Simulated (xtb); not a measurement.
Zr(OH)3(H) (H4O3Zr), SMILES [OH][ZrH]([OH])[OH], multiplicity 1. All values are semi-empirical tight-binding results from xtb (GFN2-xTB unless named), good for trends rather than for accurate numbers. Coordinates come from a GFN2-xTB optimisation. The spin state was assumed, not searched. The structure was generated by enumeration; whether it is a known compound was not checked. Other conformers were not sampled.

Optimised geometry:

```xyz
8

Zr    -0.0077    -0.3309    -0.0273
O      1.1539     0.5732    -1.2228
H      0.8690     1.3085    -1.7814
O      0.5373     0.3515     1.6559
H      1.2536     0.9930     1.7519
O     -1.6589     0.5574    -0.3111
H     -2.0305     1.1900     0.3186
H     -0.0443    -2.1128    -0.1745
```
Charge 0, spin multiplicity 1.

For metal compounds this method's bond lengths and energies can be far off.

```json
{
 "point_group_as_xtb_finds_it": "C3",
 "orbital_gap": "4.31 eV",
 "zero_point_energy": "24.0 kcal/mol",
 "G − E(el) at 298.15 K (modified RRHO)": "4.3 kcal/mol"
}
```

Task: Give the atomic charges and the Wiberg bond orders between heavy atoms. (Estimate from the structure and the level; the computed values follow.)

Result: charges (e) Zr1 1.23, O2 -0.63, H3 0.31, O4 -0.63, H5 0.31, O6 -0.63, H7 0.31, H8 -0.27. Bond orders Zr1–O2 1.02, Zr1–O4 1.02, Zr1–O6 1.02.
